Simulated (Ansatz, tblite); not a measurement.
Isomers of NaSn₆⁻ (singlet), found by a short tight-binding search and relaxed with r2SCAN-D4/def2-SVPD in Ansatz.

In the def2 sets Sn takes a core potential; there is no spin–orbit coupling. The xTB rows come from tblite. Correlated methods freeze 25 core orbitals; core or outer-core shells of Na, Sn are correlated, in sets that lack core-valence functions.

Run but left out: HF/def2-SVPD (A: restricted singlet, unstable towards broken spin symmetry); BHLYP-D4/def2-TZVPD (A: restricted singlet, unstable in another Hartree–Fock run and untested here).

A: The restricted singlet is unstable towards broken spin symmetry in Hartree–Fock (as tested in another run); at PBE-D4/def2-TZVPD, r2SCAN-D4/def2-TZVPD, B97M-V/def2-TZVPD, PBE0-D4/def2-TZVPD and others this wasn't settled. At MP2/def2-SVPD the restricted singlet (for correlated methods, its reference) is unstable: a solution with broken spin symmetry lies lower.

Other spin states weren't relaxed.

A:

```xyz
7

Na    2.174    0.226   -1.084
Sn    1.404   -0.285    2.064
Sn   -1.597   -0.510    1.190
Sn    0.720   -2.388    0.227
Sn   -0.796   -0.740   -1.734
Sn    0.092    1.944    0.599
Sn   -1.996    1.753   -1.262
```

B:

```xyz
7

Na    0.796    3.074   -0.129
Sn   -1.453    1.100    0.590
Sn   -0.712   -1.533    1.827
Sn    1.181   -2.122   -0.544
Sn    0.448    0.508   -1.792
Sn   -1.773   -1.380   -1.072
Sn    1.513    0.354    1.120
```

C:

Cartesian coordinates in Å:
```
Na 1.1384 0.8085 2.3475
Sn -0.0952 1.5152 -0.4150
Sn 0.4893 -0.7137 -2.4501
Sn 0.1416 -1.4849 0.5043
Sn -2.2527 -0.5374 -1.1723
Sn 2.5277 0.0652 -0.4499
Sn -1.9490 0.3471 1.6354
```

Problem. Estimate which lies lowest at each level, and how far above it the others are (kJ/mol).

Solution. 
| level | A | B | C |
| --- | --- | --- | --- |
| GFN1-xTB | 78.2 | 0.0 | 3.9 |
| GFN2-xTB | 56.7 | 0.0 | 56.1 |
| PBE-D4/def2-TZVPD | 20.1 | 11.2 | 0.0 |
| r2SCAN-D4/def2-TZVPD | 33.9 | 12.1 | 0.0 |
| B97M-V/def2-TZVPD | 38.9 | 9.7 | 0.0 |
| PBE0-D4/def2-TZVPD | 33.3 | 9.5 | 0.0 |
| r2SCAN0-D4/def2-TZVPD | 41.8 | 11.5 | 0.0 |
| RPA@PBE/def2-SVPD | 21.3 | 10.0 | 0.0 |
| MP2/def2-SVPD | 31.3 | 22.4 | 0.0 |
Point groups (tolerance 0.1 Å): A Cs, B C3v, C C2v. Lower isomers may exist.
